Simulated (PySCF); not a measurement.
AlH6P3, SMILES [PH2][Al]([PH2])[PH2]. Atoms are numbered in the order given.

```xyz
10

Al    -0.0245     0.0059     0.0000
P     -0.1156    -2.3254     0.0000
H      0.8436    -2.4554     1.0519
H      0.8436    -2.4554    -1.0519
P      0.1229     1.1632    -2.0196
H     -0.8781     2.1208    -1.6682
H     -0.7832     0.2878    -2.6947
P      0.1229     1.1632     2.0196
H     -0.7832     0.2878     2.6947
H     -0.8781     2.1208     1.6682
```

Geometry: PBE0-D3(BJ)/def2-SVP. One conformer was computed; it need not be the lowest.

All values below come from TDA-ωB97X/def2-SVPD in PySCF.

Vertical excitations. Gas-phase values at a fixed geometry. State labels are in the subgroup Cs.

### Question
Give excitation energies, oscillator strengths and character. (An estimate is asked for; the answer gives what the named calculation found.)

### Answer

| state | symmetry | energy (eV) | λ (nm) | f | main pairs |
|---|---|---|---|---|---|
| S1 | A" | 5.01 | 248 | 0.050 | HOMO→LUMO 91 % |
| S2 | A' | 5.02 | 247 | 0.000 | HOMO−1→LUMO 94 % |
| S3 | A" | 5.79 | 214 | 0.002 | HOMO→LUMO+2 61 %, HOMO→LUMO+3 12 % |
| S4 | A' | 6.03 | 206 | 0.043 | HOMO−1→LUMO+1 36 %, HOMO−2→LUMO 29 %, HOMO−1→LUMO+2 14 %, HOMO→LUMO+5 11 % |
| S5 | A" | 6.04 | 205 | 0.015 | HOMO−1→LUMO+4 70 % |
| S6 | A" | 6.13 | 202 | 0.151 | HOMO→LUMO+1 74 % |
| S7 | A' | 6.28 | 197 | 0.016 | HOMO→LUMO+5 19 %, HOMO−1→LUMO+2 17 %, HOMO−1→LUMO+1 15 %, HOMO−2→LUMO+2 14 % |
| S8 | A' | 6.42 | 193 | 0.212 | HOMO−2→LUMO 44 %, HOMO−1→LUMO+1 35 %, HOMO−1→LUMO+3 10 % |
| S9 | A" | 6.65 | 186 | 0.001 | HOMO−3→LUMO 44 %, HOMO→LUMO+3 32 %, HOMO→LUMO+2 9 % |
| S10 | A' | 6.70 | 185 | 0.017 | HOMO−2→LUMO+1 42 %, HOMO→LUMO+4 18 %, HOMO−1→LUMO+2 11 %, HOMO→LUMO+5 9 % |
| T1 | A" | 4.38 | 283 | 0 | HOMO→LUMO 91 % |
| T2 | A' | 4.47 | 278 | 0 | HOMO−1→LUMO 91 % |
| T3 | A' | 5.39 | 230 | 0 | HOMO−2→LUMO 43 %, HOMO−1→LUMO+2 20 %, HOMO−1→LUMO+3 14 %, HOMO−1→LUMO+1 7 % |
| T4 | A" | 5.42 | 229 | 0 | HOMO→LUMO+2 61 %, HOMO→LUMO+3 11 % |
Triplets are in the Tamm–Dancoff approximation.
